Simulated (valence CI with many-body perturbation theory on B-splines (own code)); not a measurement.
# E1 transitions of Cs⁴⁹⁺

Method: valence CI with perturbative core correlation (CI+MBPT): four valence electrons over a frozen Dirac-Fock core [He], a basis of 11 s, 11 p, 9 d, 7 f, 5 g, 2 h, 1 i functions for each j, with the one-electron correlation potential Σ1, the two-electron term Σ2, the three-electron term Σ3, Breit, model QED; selected CI, second order for the rest (own B-spline code, finite nucleus).

No measured spectrum was set against this ion. As an estimate, large intervals hold to a few tenths of a per cent, small ones and those within an open d or f shell to about a per cent. Among the levels kept, up to 280 cm⁻¹ of a level comes from second order outside the variational space, and about a tenth of that is noise between levels of different J, which matters for small intervals.

Lines 151 to 200 of 275 in falling wavelength, among levels below 6114.6 eV, chosen from the strongest by gf and those to the six lowest levels. Wavelengths and rates use the calculated energies. Electric multipoles are in the length gauge, E1 and E2 with the static RPA response of the core. Weak lines are less certain than strong ones. Lines between different terms over intervals too small for the method are left out, as are lines whose strength nearly cancels. The highest levels of a list are the least certain.

Levels are named by their leading jj configuration (3d3/2^4 stands for four electrons in 3d with j = 3/2), which in mixed levels can hold well under half, so a name can repeat and another be missing. Letters in brackets count levels of one name in rising energy.

```
λ vac (nm)                           Upper                       Lower   A (s⁻¹)  S (a.u.)
    0.2415          (2s^2 2p3/2 3d5/2) J=1          (2s^2 2p3/2^2) J=0  4.58e+14  9.55e-03
    0.2414  (2s 2p1/2 2p3/2 3d5/2) J=2 [a]  (2s 2p1/2 2p3/2^2) J=2 [a]  1.97e+14  6.84e-03
    0.2413  (2s 2p1/2 2p3/2 3d3/2) J=2 [b]  (2s 2p1/2 2p3/2^2) J=2 [a]  5.72e+13  1.99e-03
    0.2412          (2s 2p1/2^2 3d5/2) J=3      (2s 2p1/2^2 2p3/2) J=2  4.09e+14  1.98e-02
    0.2412  (2s 2p1/2 2p3/2 3d5/2) J=4 [b]      (2s 2p1/2 2p3/2^2) J=3  5.53e+14  3.45e-02
    0.2411  (2s 2p1/2 2p3/2 3d3/2) J=3 [c]      (2s 2p1/2 2p3/2^2) J=3  7.19e+13  3.48e-03
    0.2410          (2s^2 2p1/2 3d3/2) J=1      (2s^2 2p1/2 2p3/2) J=1  6.36e+13  1.32e-03
    0.2410          (2s^2 2p1/2 3d5/2) J=2      (2s^2 2p1/2 2p3/2) J=2  4.90e+13  1.69e-03
    0.2409  (2s 2p1/2 2p3/2 3d5/2) J=3 [a]  (2s 2p1/2 2p3/2^2) J=2 [a]  4.88e+14  2.36e-02
    0.2408          (2s^2 2p1/2 3d5/2) J=3      (2s^2 2p1/2 2p3/2) J=2  4.12e+14  1.99e-02
    0.2408  (2s 2p1/2 2p3/2 3d5/2) J=1 [a]  (2s 2p1/2 2p3/2^2) J=2 [a]  5.02e+13  1.04e-03
    0.2406  (2s 2p1/2 2p3/2 3p1/2) J=2 [c]          (2s^2 2p3/2^2) J=2  1.07e+14  3.66e-03
    0.2406  (2s 2p1/2 2p3/2 3p1/2) J=1 [b]          (2s^2 2p3/2^2) J=2  9.54e+12  1.97e-04
    0.2405          (2s 2p1/2^2 3d5/2) J=2      (2s 2p1/2^2 2p3/2) J=2  1.84e+13  6.31e-04
    0.2405          (2s^2 2p3/2 3d5/2) J=2          (2s^2 2p3/2^2) J=2  2.45e+14  8.42e-03
    0.2402          (2s^2 2p1/2 3d5/2) J=2      (2s^2 2p1/2 2p3/2) J=1  4.01e+14  1.37e-02
    0.2401  (2s 2p1/2 2p3/2 3d5/2) J=2 [b]  (2s 2p1/2 2p3/2^2) J=2 [a]  3.03e+13  1.03e-03
    0.2399          (2s^2 2p3/2 3d5/2) J=3          (2s^2 2p3/2^2) J=2  7.31e+14  3.49e-02
    0.2398  (2s 2p1/2 2p3/2 3d5/2) J=3 [b]  (2s 2p1/2 2p3/2^2) J=2 [a]  7.90e+13  3.76e-03
    0.2396          (2s^2 2p3/2 3d5/2) J=1          (2s^2 2p3/2^2) J=2  3.37e+13  6.86e-04
    0.2395  (2s 2p1/2 2p3/2 3d5/2) J=4 [c]      (2s 2p1/2 2p3/2^2) J=3  1.35e+14  8.21e-03
    0.2393  (2s 2p1/2 2p3/2 3p3/2) J=3 [a]          (2s^2 2p3/2^2) J=2  2.04e+13  9.64e-04
    0.2391  (2s 2p1/2 2p3/2 3d3/2) J=2 [c]  (2s 2p1/2 2p3/2^2) J=2 [a]  2.56e+13  8.64e-04
    0.2388     (2s 2p1/2 2p3/2 3s) J=2 [b]      (2s 2p1/2^2 2p3/2) J=1  1.92e+12  6.46e-05
    0.2385  (2s 2p1/2 2p3/2 3p3/2) J=2 [a]          (2s^2 2p3/2^2) J=2  1.78e+12  5.95e-05
    0.2381     (2s 2p1/2 2p3/2 3s) J=2 [a]      (2s 2p1/2^2 2p3/2) J=2  1.17e+13  3.90e-04
    0.2380  (2s 2p1/2 2p3/2 3d5/2) J=3 [c]  (2s 2p1/2 2p3/2^2) J=2 [a]  1.10e+14  5.12e-03
    0.2376  (2s 2p1/2 2p3/2 3p3/2) J=2 [b]          (2s^2 2p3/2^2) J=2  1.68e+12  5.56e-05
    0.2374         (2s 2p1/2 2p3/2 3s) J=0      (2s 2p1/2^2 2p3/2) J=1  5.11e+12  3.37e-05
    0.2372     (2s 2p1/2 2p3/2 3s) J=1 [a]      (2s 2p1/2^2 2p3/2) J=2  9.64e+12  1.90e-04
    0.2370  (2s 2p1/2 2p3/2 3p3/2) J=3 [b]          (2s^2 2p3/2^2) J=2  3.45e+12  1.59e-04
    0.2369         (2s 2p1/2 2p3/2 3s) J=3      (2s 2p1/2^2 2p3/2) J=2  8.09e+12  3.71e-04
    0.2368     (2s 2p1/2 2p3/2 3s) J=1 [b]      (2s 2p1/2^2 2p3/2) J=1  6.86e+12  1.35e-04
    0.2367     (2s 2p1/2 2p3/2 3s) J=1 [c]      (2s 2p1/2^2 2p3/2) J=1  1.36e+13  2.67e-04
    0.2365     (2s 2p1/2 2p3/2 3s) J=2 [c]      (2s 2p1/2^2 2p3/2) J=1  1.12e+13  3.66e-04
    0.2364          (2s 2p1/2^2 3p3/2) J=2      (2s^2 2p1/2 2p3/2) J=1  7.60e+12  2.48e-04
    0.2363          (2s^2 2p3/2 3p3/2) J=0      (2s 2p1/2^2 2p3/2) J=1  1.45e+13  9.43e-05
    0.2360     (2s 2p1/2 2p3/2 3s) J=2 [b]      (2s 2p1/2^2 2p3/2) J=2  3.53e+12  1.14e-04
    0.2359             (2s^2 2p1/2 3s) J=1          (2s^2 2p1/2^2) J=0  1.68e+13  3.27e-04
    0.2356             (2s^2 2p3/2 3s) J=2      (2s^2 2p1/2 2p3/2) J=2  9.06e+12  2.92e-04
    0.2356          (2s^2 2p3/2 3p3/2) J=3      (2s 2p1/2^2 2p3/2) J=2  5.90e+12  2.66e-04
    0.2353             (2s^2 2p3/2 3s) J=1      (2s^2 2p1/2 2p3/2) J=2  1.46e+13  2.82e-04
    0.2353  (2s 2p1/2 2p3/2 3p3/2) J=3 [c]          (2s^2 2p3/2^2) J=2  3.69e+12  1.66e-04
    0.2349             (2s^2 2p3/2 3s) J=2      (2s^2 2p1/2 2p3/2) J=1  3.76e+12  1.20e-04
    0.2348          (2s^2 2p3/2 3p3/2) J=2      (2s 2p1/2^2 2p3/2) J=2  2.12e+12  6.77e-05
    0.2346             (2s^2 2p3/2 3s) J=1      (2s^2 2p1/2 2p3/2) J=1  4.05e+12  7.74e-05
    0.2337     (2s 2p1/2 2p3/2 3s) J=2 [c]      (2s 2p1/2^2 2p3/2) J=2  1.02e+12  3.22e-05
    0.2287  (2s 2p1/2 2p3/2 3d3/2) J=2 [b]      (2s 2p1/2^2 2p3/2) J=1  9.08e+12  2.68e-04
    0.2286  (2s 2p1/2 2p3/2 3d3/2) J=1 [b]      (2s 2p1/2^2 2p3/2) J=1  1.06e+13  1.88e-04
    0.2282  (2s 2p1/2 2p3/2 3d5/2) J=1 [a]      (2s 2p1/2^2 2p3/2) J=1  3.02e+13  5.32e-04
```
